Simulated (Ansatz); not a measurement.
**Abstraction of Cl: CCl3F + NbCl4 → CCl2F + NbCl5**

Species: CCl3F `FC(Cl)(Cl)Cl`, singlet; NbCl4 `[Cl][Nb]([Cl])([Cl])[Cl]`, doublet; CCl2F (dichlorofluoromethyl radical) `F[C](Cl)Cl`, doublet; NbCl5 (niobium pentachloride) `[Cl][Nb]([Cl])([Cl])([Cl])[Cl]`, singlet. A radical takes Cl: the energy is the difference in strength between the C–Cl bond broken and the Nb–Cl bond made.

Shapes, held fixed at every level: PBE0-D4/def2-TZVP. Programs: Ansatz 0.2.0. The zero-point and thermal change to 298 K, harmonic and unscaled (PBE0-D4/def2-TZVP), is -1.1 kJ/mol.

(1) Estimate ΔH(298 K) of this reaction.

## Answers

(1) The highest level, CCSD(T)/def2-TZVPP, gives ΔH(298 K) = +30.3 kJ/mol; the levels span -7.1 to +54.7. They disagree on the sign: 6 of 8 are positive. The column of differences is taken from that level and isn't an error. No measured value is set beside it here. Open shells run unrestricted. For atoms past krypton def2 sets carry core potentials with scalar relativity. Outer-core shells of Nb are correlated, in sets that cover them unevenly.

```csv
level,kind,ΔH(298 K) (kJ/mol),less CCSD(T)/def2-TZVPP
MP2/def2-SVP,perturbation theory,-4.8,-35.1
MP2/def2-TZVPP,perturbation theory,+1.0,-29.3
PBE-D4/def2-TZVPP,GGA,-7.1,-37.4
B3LYP-D4/def2-TZVPP,global hybrid,+15.5,-14.8
BHLYP-D4/def2-TZVPP,global hybrid,+51.2,+20.9
wB97X-V/def2-TZVPP,range-separated hybrid,+47.4,+17.1
CCSD/def2-TZVPP,coupled cluster or CI,+54.7,+24.4
CCSD(T)/def2-TZVPP,coupled cluster or CI,+30.3,0.0
```
